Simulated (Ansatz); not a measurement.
Program: Ansatz. Geometries: PBE0-D4/def2-TZVP. ΔE: electronic, gas phase. CCSD(T)/CBS adds triple-zeta CCSD(T) − MP2 to the extrapolated MP2 energy (def2 sets, frozen cores). This one scheme is used for every species. DFT in def2-TZVPP. HSE06 is defined as in plane-wave codes. Each species was taken in one conformer, which may not be the lowest.

Reaction (ligand exchange at a B–Cl bond): `NB(F)Cl` + H–F → `NB(F)F` + HCl

**Question.** Is it downhill or uphill in electronic energy at CCSD(T)/CBS, and by how much? (Estimate.)

**Answer.** Computed: Downhill: ΔE = -0.56 eV.

**Question.** What do these levels give: PBE-D4, r2SCANh-D4, HSE06-D4, r2SCAN0, BHLYP, CCSD/CBS(def2)? (Estimate.)

**Answer.** Computed: PBE-D4 -0.52, r2SCANh-D4 -0.61, HSE06-D4 -0.55, r2SCAN0 -0.62, BHLYP -0.71, CCSD/CBS(def2) -0.60 eV.

Largest T1 diagnostic among the species: 0.011.

At CCSD(T), def2-SVP lies −0.15 eV from the extrapolated value and def2-TZVPP −0.05 eV. In def2-TZVPP, CCSD(T) changes the Hartree–Fock value by +0.18 eV (the triples alone add +0.03 eV) and MP2 by +0.25 eV.
